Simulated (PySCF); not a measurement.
These 2 structures share the formula C5H14P2. Theory: PBE0-D3(BJ)/def2-SVP geometry optimisation, gas phase in PySCF. Energies are electronic, without zero-point or thermal terms, for one conformer each. No frequencies were run at this level. Point groups hold within 0.08 Å.

Question: Order them by energy at this level, lowest first, and give relative energies in kJ/mol.
A. `[CH3:1][P:2]([PH2:3])[C:4]([CH3:5])([CH3:6])[CH3:7]` with C1–P2–P3–H -62° and -155°
B. `[CH3:1][CH:2]([CH3:3])[CH2:4][PH:5][CH2:6][PH2:7]` with C1–C2–C4–P5 173°, C2–C4–P5–C6 -178°, C4–P5–C6–P7 -167°, P5–C6–P7–H 51° and -43°

Answer: A (0.0), B (44.9).

```
       SMILES      E (Eh)  E rel (kJ/mol)  dipole (D)  point group       A, B, C (MHz)
CP(P)C(C)(C)C  -880.83297             0.0        0.93           C1    2238, 1357, 1124
    CC(C)CPCP  -880.81585            44.9        1.65           C1  5316, 587.2, 553.2
```

Q: How do the relative energies change in single points at PBE0/pcSseg-1 (no added dispersion term) on the same geometries?

A: 
| SMILES | PBE0-D3(BJ)/def2-SVP (kJ/mol) | PBE0/pcSseg-1 (kJ/mol) | shift |
| --- | --- | --- | --- |
| CP(P)C(C)(C)C | 0.0 | 0.0 | 0.0 |
| CC(C)CPCP | 44.9 | 38.3 | -6.6 |

Each column counts from its own lowest isomer. The order is unchanged; the largest shift is 6.6 kJ/mol.
